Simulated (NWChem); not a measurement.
## Volume series of Si (diamond structure): lattice constant and bulk modulus

Program: NWChem. Level: PBE, default library pseudopotentials (valence charges Si 4), cutoff 15 Ha, shifted 6×6×6 mesh, two-atom cell, no spin-orbit coupling. The cell is scaled uniformly; the run nearest the minimum isn't listed, and energies count from the lowest row shown.

```json
[
 {"volume (Å³/cell)": "37.99", "E (meV/atom)": "?"},
 {"volume (Å³/cell)": "38.80", "E (meV/atom)": "7.4"},
 {"volume (Å³/cell)": "39.60", "E (meV/atom)": "0.2"},
 {"volume (Å³/cell)": "41.22", "E (meV/atom)": "0.0"},
 {"volume (Å³/cell)": "42.03", "E (meV/atom)": "6.2"},
 {"volume (Å³/cell)": "42.84", "E (meV/atom)": "16.0"}
]
```

**Question.** Fit the energy as a cubic in V^(−2/3), give the equilibrium lattice constant and bulk modulus, and predict the withheld row.

**Answer.** The minimum lies at V₀ = 40.41 Å³, so a₀ = (4V₀)^(1/3) = 5.447 Å, and B₀ = V·d²E/dV² ≈ 88 GPa. The fit predicts 20.0 meV/atom at 37.99 Å³; the run gave 20.1.
